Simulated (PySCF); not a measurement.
C5H4F2.

```xyz
11

C      1.0824    -2.1434     0.0000
C      0.3848    -1.1570     0.0000
C     -0.4602     0.0462     0.0000
F     -1.2792     0.0155    -1.0858
F     -1.2792     0.0155     1.0858
C      0.2835     1.3488     0.0000
C      1.6062     1.4811     0.0000
H      1.6949    -3.0270     0.0000
H     -0.3865     2.2150     0.0000
H      2.2655     0.6085     0.0000
H      2.0717     2.4692     0.0000
```
Charge 0, spin multiplicity 1.

Geometry optimised at PBE0-D3(BJ)/def2-SVP. One conformer was computed; it need not be the lowest.

Calculation: PBE0/pcSseg-1 (PySCF). Non-relativistic, no solvent.

Computed absolute GIAO shielding of each atom: isotropic value and principal components (ppm):
```csv
atom,σ(iso),σ11,σ22,σ33,span
C1,100.3,27.7,37.1,236.0,208.3
C2,106.6,8.0,12.9,298.9,290.9
C3,70.4,60.0,73.7,77.4,17.4
F4,272.2,162.4,317.9,336.2,173.9
F5,272.2,162.4,317.9,336.2,173.9
C6,42.6,-73.2,57.7,143.3,216.5
C7,54.1,-62.4,57.1,167.6,230.0
H8,28.6,23.8,24.2,37.7,13.9
H9,25.1,23.8,23.9,27.5,3.6
H10,25.0,22.2,23.7,29.1,7.0
H11,25.4,23.3,24.6,28.4,5.1
```
